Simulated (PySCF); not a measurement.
Run record: geometry optimisation, `C=C(BP)OC`.

Computed with PBE0-D3(BJ)/def2-SVP geometry optimisation, gas phase (PySCF 2.14.0). Start geometry: GFN2-xTB. A driver script takes a list of jobs; this job's settings line and coordinates (Å) are shown.

Command:
```bash
OMP_NUM_THREADS=1 python probes_run.py task.json out
```

Input:
```
{"job": {"xc": "PBE0", "basis": "def2-SVP", "d3": "d3bj", "grid": 1, "shake": 0.01, "kind": "geom"}, "charge": 0, "multiplicity": 1}
C      0.711680    -1.287910    -1.060200
C     -0.055770    -0.343300    -0.439860
B     -1.612150    -0.198660    -0.589780
P     -2.330990     1.136960     0.445640
O      0.453180     0.591480     0.419010
C      1.838740     0.644040     0.650230
H      0.222730    -1.959490    -1.728620
H      1.772260    -1.364430    -0.953650
H     -2.186680    -0.773050    -1.383310
H     -1.781260     0.939220     1.687660
H     -3.603910     0.590640     0.773050
H      2.018470     1.467520     1.346340
H      2.362190     0.830250    -0.287760
H      2.184360    -0.288350     1.113480
```

Output:
```
step   0  E = -559.85771350  max force = 0.038813
step   1  E = -559.86560936  max force = 0.009866
step   2  E = -559.86629228  max force = 0.002502
step   3  E = -559.86639575  max force = 0.001506
step   4  E = -559.86645347  max force = 0.000456
step   5  E = -559.86646782  max force = 0.000309
optimisation converged
```

Energies in Eh; «max force» is the largest Cartesian gradient component in Eh/bohr.

Give the first gradient maximum in eV/Å.

With 1 Eh/bohr = 51.422 eV/Å, 1.996 eV/Å.

How much energy does the optimisation release, in kcal/mol?

E(step 0) − E(last step) = 0.008754 Eh, which is 5.5 kcal/mol.

Summary of the converged run: final energy -559.86647 Eh after 5 steps; dipole 2.05 D.

How long does this job take on one thread, Intel Xeon 6975P-C (x86_64), shared host? And the peak memory of the process?

About 26 s, with 0.44 GiB resident at the peak, the Python interpreter and its libraries included.
Labels such as C1 count atoms from 1, the log's own numbers from 0.
